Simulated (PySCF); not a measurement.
C3H10N2Si.
Cartesian coordinates in Å at the GFN2-xTB level; atoms count from 1:
```xyz
16
C3H10N2Si angstrom
C      2.628    1.350   -0.204
N      2.030    0.398    0.337
Si     1.330   -1.076   -0.219
C     -0.515   -0.887    0.219
N     -1.122    0.171   -0.570
C     -2.538    0.332   -0.308
H      2.864    1.417   -1.270
H      2.952    2.192    0.406
H      1.971   -2.072    0.638
H      1.462   -1.411   -1.640
H     -1.036   -1.817   -0.025
H     -0.648   -0.730    1.302
H     -0.642    1.044   -0.373
H     -2.770    0.536    0.749
H     -3.050   -0.588   -0.596
H     -2.924    1.150   -0.916
```

Computed at PBE0/pcSseg-1 (PySCF, non-relativistic), with Q(14N) = 0.02044 b: N2, 14N (I = 1): χzz = -5.082 MHz, η = 0.797; N5, 14N (I = 1): χzz = -6.042 MHz, η = 0.143.

Q: Find the zero-field quadrupole resonance frequencies of 14N at N2.

A: From ν± = (3/4)|χ|(1 ± η/3) and ν0 = |χ|η/2: ν+ 4.824 MHz, ν− 2.799 MHz, ν0 2.025 MHz (C=N nitrogen).

Q: Find the zero-field quadrupole resonance frequencies of 14N at N5.

A: From ν± = (3/4)|χ|(1 ± η/3) and ν0 = |χ|η/2: ν+ 4.747 MHz, ν− 4.316 MHz, ν0 0.431 MHz (secondary amine nitrogen).

In a crystal, neighbours and librations shift these lines. The structure is a single GFN2-xTB conformer in the gas phase; no vibrational or solvent corrections. GFN2-xTB bond lengths can be off by several hundredths of an ångström, more for odd bonds, and the gradients follow them. With a basis this small, the couplings can be 20 % off.
